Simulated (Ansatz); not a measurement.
C3H5O3, charge +1, singlet, geometry from GFN2-xTB; SC-NEVPT2/STO-3G, CASSCF(6,5) (Ansatz, an electronic-structure program).

The Ansatz input:
Ansatz 0.2 input:
```yaml
crystal:
  periodic: [false, false, false]
  atoms:
    - {symbol: O, position_ang: [1.95748539, -0.26694665, 0.26241133]}
    - {symbol: C, position_ang: [0.71157388, -0.09586842, 0.09490084]}
    - {symbol: O, position_ang: [-0.11724789, -1.01431433, 0.41508435]}
    - {symbol: C, position_ang: [-1.45450859, -0.56432388, 0.12391499]}
    - {symbol: C, position_ang: [-1.22576657, 0.84982625, -0.44976433]}
    - {symbol: O, position_ang: [0.20953395, 0.98425752, -0.39540751]}
    - {symbol: H, position_ang: [2.54445706, 0.46955844, -0.00032769]}
    - {symbol: H, position_ang: [-2.02707683, -0.57909643, 1.05498924]}
    - {symbol: H, position_ang: [-1.90064021, -1.26538028, -0.58632325]}
    - {symbol: H, position_ang: [-1.53810079, 0.96325062, -1.49075966]}
    - {symbol: H, position_ang: [-1.66460320, 1.64989160, 0.15140693]}
basis:
  gaussian:
    orbitals: STO-3G
total_charge: 1
magnetization: {spin_polarized: false}
correlation: {method: sc_nevpt2, electrons: all, active_space: {window: {electrons: 6, orbitals: 5}}}
```

Output, abridged:

```
Functional definition: HF
514 factors; integrals over basis functions are off by at most 3.6e-5 eV
mean field evaluation 1: about -9152.5682 eV, gradient 3.5e1 eV
mean field evaluation 2: about -9152.9139 eV, gradient 3.5e1 eV
mean field evaluation 4: about -9156.4671 eV, gradient 1.6e0 eV
mean field evaluation 8: about -9156.4758 eV, gradient 3.5e-4 eV
mean field -9156.47577697 eV, -336.4942783214 hartree, gradient 2.9e-6 eV, S^2 0.000000; 0 other end points of the search recorded, 0 dependent functions left out
reference -9156.47577697 eV, -336.4942783214 hartree; 23, 23 occupied and 12, 12 virtual orbitals, 514 factors
state -9157.79601296 eV, -336.5427960993 hartree
state -9157.79601296 eV, -336.5427960993 hartree; corrected -9164.34678420 eV, -336.7835325019 hartree
state -9157.77847259 eV, -336.5421515025 hartree
state -9157.77847259 eV, -336.5421515025 hartree; corrected -9164.32768637 eV, -336.7828306696 hartree
state -9157.79601296 eV, -336.5427960993 hartree; corrected -9164.34678420 eV, -336.7835325019 hartree
state -9157.58046985 eV, -336.5348750360 hartree
state -9157.58046985 eV, -336.5348750360 hartree; corrected -9164.47863688 eV, -336.7883779987 hartree
state -9157.58046985 eV, -336.5348750360 hartree; corrected -9164.47863688 eV, -336.7883779987 hartree
the orbitals are reached from a further start. From the first start the search ends at -9157.79600490 eV, -336.5427958029 hartree
WARN: the results are in doubt because another end's mean lies 0.216 eV lower, and its corrected mean 0.132 eV higher
Total energy: -9164.47863688 eV, -336.7883779987 hartree
In doubt: another end's mean lies 0.216 eV lower, and its corrected mean 0.132 eV higher
```
